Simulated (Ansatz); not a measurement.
`C[N](C)[Au]`. The species carries charge 0 and has multiplicity 1. Au takes the def2 core potential. Geometry: relaxed with PBE0-D4/def2-TZVP.

```xyz
10

C    -0.104   -0.635    1.021
N    -0.290   -0.467   -0.405
C    -0.079    0.914   -0.783
Au    0.890   -1.694   -1.443
H    -0.256   -1.675    1.309
H     0.873   -0.298    1.400
H    -0.872   -0.030    1.524
H    -0.213    1.044   -1.857
H     0.899    1.327   -0.493
H    -0.848    1.514   -0.273
```

(1) What is the dipole moment at B3LYP/def2-TZVPP? (An estimate is asked.)

(2) And with PBE, r2SCAN, ωB97M-V? (An estimate is asked.)

(3) Give the Mulliken charges with B3LYP, ωB97M-V, r2SCAN in def2-TZVPP. (Estimate.)

Answers

(1) Ansatz gave: 0.77 D, with components (0.66, 0.30, 0.26) D in this frame, pointing from negative to positive charge.

(2) The calculation gave: PBE 0.90 D, r2SCAN 0.82 D, ωB97M-V 1.36 D.

(3) Computed: 
```csv
atom,B3LYP,ωB97M-V,r2SCAN
C1,-0.17,-0.24,-0.04
N2,-0.36,-0.43,-0.36
C3,-0.17,-0.24,-0.04
Au4,0.12,0.23,0.10
H5,0.11,0.12,0.07
H6,0.09,0.11,0.06
H7,0.08,0.10,0.05
H8,0.11,0.12,0.07
H9,0.09,0.11,0.06
H10,0.08,0.10,0.05
```

B3LYP here is the variant with VWN-RPA as its local correlation; programs differ in this.
